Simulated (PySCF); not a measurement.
Structure problem from calculated spectra and properties.

Elements present: C, F, H and O. Monoisotopic mass: 164.0274 u.

| Quantity | Value |
| --- | --- |
| Polarisability | 114.2 au [CAM-B3LYP/def2-SVPD] |
| Triplet | lowest triplet excitation (Tamm–Dancoff): 3.07 eV [TDA CAM-B3LYP/def2-SVPD] |
| Rotational structure | rotational constants A, B, C: 2.942, 0.562, 0.472 GHz [PBE0-D3(BJ)/def2-SVP] |
| 1H NMR | chemical shifts (computed TMS as zero) by class: 7.98 (1 H), 7.79 (1 H), 7.72 (1 H), 7.71 (1 H), 7.54 (1 H) ppm [GIAO PBE0/pcSseg-1] |
| UV, strongest line | among the 10 lowest singlet transitions: S8 at 7.03 eV (176 nm, f = 0.502) [TDDFT CAM-B3LYP/def2-SVPD] |
| 13C NMR | chemical shifts (computed TMS as zero) by class: 160.6 (1 C), 154.5 (1 C), 145.2 (1 C), 134.7 (1 C), 130.7 (1 C), 129.7 (1 C), 129.3 (1 C), 123.9 (1 C), 117.9 (1 C) ppm [GIAO PBE0/pcSseg-1] |
| NMR, other nuclei | isotropic shieldings of nuclei other than C and H, by class: -97 (1 O), 72 (1 O), 162 (1 F) ppm [GIAO PBE0/pcSseg-1] |
| Dipole | 4.65 D [CAM-B3LYP/def2-SVPD] |
| UV, first state | lowest singlet excitation: 4.73 eV (262 nm, f = 0.381) [TDDFT CAM-B3LYP/def2-SVPD] |

Electronic properties: PySCF, gas phase, density fitting. Levels stand in brackets. Geometry: PBE0-D3(BJ)/def2-SVP, one conformer, isolated molecule. Each NMR value is the plain mean over a class of atoms that symmetry, rotation or inversion makes alike.

**Question.** Which formula fits the mass and the elements?

**Answer.** C9H5FO2 (calculated 164.0274). No other formula that holds each of these elements comes within 0.0003 u with a fitting electron parity and a possible valence count.

**Question.** What is the compound? Reason from the data.

**Answer.** Numbering: `[O:1]=[C:2]([F:3])[c:4]1[cH:5][c:6]2[cH:7][cH:8][cH:9][cH:10][c:11]2[o:12]1`. Its formula, C9H5FO2, gives 7 degrees of unsaturation: 2 rings and 5 π bonds in the structure found (Kekulé form). 9 carbons fall into 9 classes; from least to most shielded: ring-fusion aromatic carbon [C11] (160.6 ppm), acyl halide carbon [C2] (154.5 ppm), substituted aromatic carbon [C4] (145.2 ppm), aromatic CH carbon [C9] (134.7 ppm), ring-fusion aromatic carbon [C6] (130.7 ppm), aromatic CH carbon [C8] (129.7 ppm), aromatic CH carbon [C7] (129.3 ppm), aromatic CH carbon [C5] (123.9 ppm), aromatic CH carbon [C10] (117.9 ppm). Hydrogen classes from least to most shielded: 1 H on an aromatic CH carbon, C7 (7.98 ppm), 1 H on an aromatic CH carbon, C10 (7.79 ppm), 1 H on an aromatic CH carbon, C5 (7.72 ppm), 1 H on an aromatic CH carbon, C9 (7.71 ppm), 1 H on an aromatic CH carbon, C8 (7.54 ppm). The other shieldings belong to: -97 ppm, carbonyl oxygen [O1]; 72 ppm, furan-type oxygen [O12]; 162 ppm, acyl fluorine [F3]. The optimised geometry has point group Cs and is an asymmetric top. Structure: `c1(C(=O)F)cc2ccccc2o1`. Computed isomers that give other values at the same levels: `C#Cc1cc(F)cc(C(=O)O)c1` (rotational constant A: 1.193 GHz; this holds for the one conformer computed). The assignments are read from this structure; whether some other isomer fits the data as well wasn't checked.

Conformer computed: `[O:1]=[C:2]([F:3])[c:4]1[cH:5][c:6]2[cH:7][cH:8][cH:9][cH:10][c:11]2[o:12]1`: O1–C2–C4–C5 -179°.
